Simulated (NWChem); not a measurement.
System meant: CH5Ga; SMILES [CH3][GaH2]

The following NWChem deck was run.

```
start job
memory heap 200 mb stack 900 mb global 1100 mb
geometry units angstroms noautoz
  Ga    -0.005966     0.411189     0.005289
  H     -1.351150     1.185663     0.281840
  H      1.304545     1.239660    -0.275781
  C      0.000916    -1.556079    -0.001022
  H     -0.501135    -1.949044     0.897579
  H      1.012431    -1.982076    -0.060357
  H     -0.577406    -1.918873    -0.867893
end
basis spherical
  * library def2-svp
end
dft
  odft
  mult 2
  xc xpbe96 cpbe96
  iterations 150
  mulliken
end
task dft energy
```

End of the output:

```
 Summary of "ao basis" -> "" (spherical)
 ------------------------------------------------------------------------------
       Tag                 Description            Shells   Functions and Types
 ---------------- ------------------------------  ------  ---------------------
 *                          def2-svp                  on all atoms

  pbe96 is a nonlocal functional; adding pw91lda local functional.

                                 NWChem DFT Module
                                 -----------------

 Summary of "ao basis" -> "ao basis" (spherical)
 ------------------------------------------------------------------------------
       Tag                 Description            Shells   Functions and Types
 ---------------- ------------------------------  ------  ---------------------
 Ga                         def2-svp                12       32   5s4p3d
 H                          def2-svp                 3        5   2s1p
 C                          def2-svp                 6       14   3s2p1d

 Summary of "ao basis" -> "ao basis" (spherical)
 ------------------------------------------------------------------------------
       Tag                 Description            Shells   Functions and Types
 ---------------- ------------------------------  ------  ---------------------
 Ga                         def2-svp                12       32   5s4p3d
 H                          def2-svp                 3        5   2s1p
 C                          def2-svp                 6       14   3s2p1d

  number of electrons :                   42
  multiplicity        :                    2
 ------------------------------------------------------------------------
  no. of electrons and multiplicity not compatible                  42
 ------------------------------------------------------------------------
 ------------------------------------------------------------------------
  current input line :
    22: task dft energy
 ------------------------------------------------------------------------
 ------------------------------------------------------------------------
 There is an error in the input file
 ------------------------------------------------------------------------
 For more information see the NWChem manual at https://nwchemgit.github.io

0: no. of electrons and multiplicity not compatible:Received an Error in Communication
```

**Question.** Can this run be used? If not, why, and what is the fix?

**Answer.** The program refused the input. Cause: the multiplicity doesn't fit the number of electrons (an even count wants an odd multiplicity, and the reverse). This input runs:
```
start job
memory heap 200 mb stack 900 mb global 1100 mb
geometry units angstroms noautoz
  Ga    -0.005966     0.411189     0.005289
  H     -1.351150     1.185663     0.281840
  H      1.304545     1.239660    -0.275781
  C      0.000916    -1.556079    -0.001022
  H     -0.501135    -1.949044     0.897579
  H      1.012431    -1.982076    -0.060357
  H     -0.577406    -1.918873    -0.867893
end
basis spherical
  Ga library def2-svp
  H library def2-svp
  C library def2-svp
end
dft
  xc xpbe96 cpbe96
  iterations 150
  mulliken
end
task dft energy
```
It converges to -1965.30468 Ha (PBE/def2-SVP).
